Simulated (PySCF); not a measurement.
Ligand exchange on a metal centre used in film growth or etching (Cd F-Br). Isolated molecules, 0 K electronic values unless said otherwise.

The LUMO from two functionals at the same geometries (BP86-D3(BJ)/def2-SVP), both in PySCF: PBE-D3(BJ)/def2-TZVP and B3LYP-D3(BJ)/def2-TZVP. B3LYP has the VWN-RPA correlation part, as in Gaussian. 

```csv
species,PBE-D3(BJ)/def2-TZVP (eV)
0 of 2 F replaced by Br ([Cd(F)2]),-3.42
1 of 2 F replaced by Br ([Cd(F)(Br)]),-3.32
2 of 2 F replaced by Br ([Cd(Br)2]),-3.24
```

### Question
What does B3LYP-D3(BJ)/def2-TZVP give for each?

### Answer

- 0 of 2 F replaced by Br ([Cd(F)2]): -2.86
- 1 of 2 F replaced by Br ([Cd(F)(Br)]): -2.78
- 2 of 2 F replaced by Br ([Cd(Br)2]): -2.71
Over these rows, drawn at random from the members with no instability flagged (it was tested for open shells, ions and some series alone), PBE minus B3LYP-D3(BJ): mean -0.54 eV, from -0.56 eV to -0.53 eV.
